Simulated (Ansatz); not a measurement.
Sn₃O₃⁻. Charge -1, multiplicity 2. Geometry B3LYP-D4/def2-SVPD; atoms count from 1.

```
atom    x (Å)    y (Å)    z (Å)
 Sn1   0.5587  -1.3258   1.4161
 Sn2  -0.4268  -0.3262  -1.5105
 Sn3  -0.2309   1.7530   0.9742
  O4  -1.1104  -0.1879   0.6746
  O5   1.0026  -1.5093  -0.5544
  O6   0.2069   1.5961  -0.9999
```

In the def2 sets Sn takes a core potential; there is no spin–orbit coupling. The structure comes from a short search, and lower isomers may exist.

Problem. Estimate the Mulliken populations from the PBE0/def2-TZVPD orbitals of Ansatz.

Solution. 
```tsv
atom	charge (e)	spin (α − β)
Sn1	0.51	0.50
Sn2	0.90	0.02
Sn3	0.51	0.50
O4	-1.09	-0.02
O5	-0.92	0.00
O6	-0.92	0.00
```
Mulliken values and Mayer orders depend strongly on the basis. With diffuse functions, as here, like atoms can get unlike values, and bond orders can come out too low or too high.

Problem. Where does the spin sit?

Solution. Summed by element: Sn 1.02, O -0.02, of 1 unpaired in all. Largest on single atoms: Sn1 0.50, Sn3 0.50, O4 -0.02.

Problem. And the Mayer bond orders between bonded heavy atoms (over 0.3)?

Solution. Sn1–Sn3 0.62 (3.21 Å); Sn1–O4 0.37 (2.15 Å); Sn1–O5 0.72 (2.03 Å); Sn2–O5 0.50 (2.09 Å); Sn2–O6 0.50 (2.09 Å); Sn3–O4 0.37 (2.15 Å); Sn3–O6 0.72 (2.03 Å).
